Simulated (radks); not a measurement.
Coulomb parameter of the 4d shell of the zirconium ion Zr+ in the model configuration [Kr] 4d1 5s1 5p1, as a second difference U = [E(n + 0.5) + E(n - 0.5) - 2 E(n)] / (0.5)^2 with all orbitals relaxed. "Bare": the charge of the atom changes with n. "Screened": the 5p shell takes up the change at fixed total charge, which measures U(4d,4d) + U(5p,5p) - 2 U(4d,5p). Method: scalar-relativistic Kohn-Sham, r2SCAN, spin-unpolarised, spherical densities, finite nucleus; meta-GGA in the generalised Kohn-Sham scheme; Fermi nuclear charge, rms radius 4.2694 fm; computed with a radial shooting solver on a logarithmic mesh with Libxc functionals.

start: configuration [Kr] 4d1 5s1 5p1; E - E(n) (eV) 0.000
bare +0.5: configuration [Kr] 4d1.5 5s1 5p1; E - E(n) (eV) -5.305
bare -0.5: configuration [Kr] 4d0.5 5s1 5p1; E - E(n) (eV) 7.637
screened +0.5: configuration [Kr] 4d1.5 5s1 5p0.5; E - E(n) (eV) -2.458
screened -0.5: configuration [Kr] 4d0.5 5s1 5p1.5; E - E(n) (eV) 2.897

U(bare) = 9.326 eV, U(screened by 5p) = 1.756 eV, against the Slater integral F0(4d,4d) = 12.457 eV with frozen orbitals.
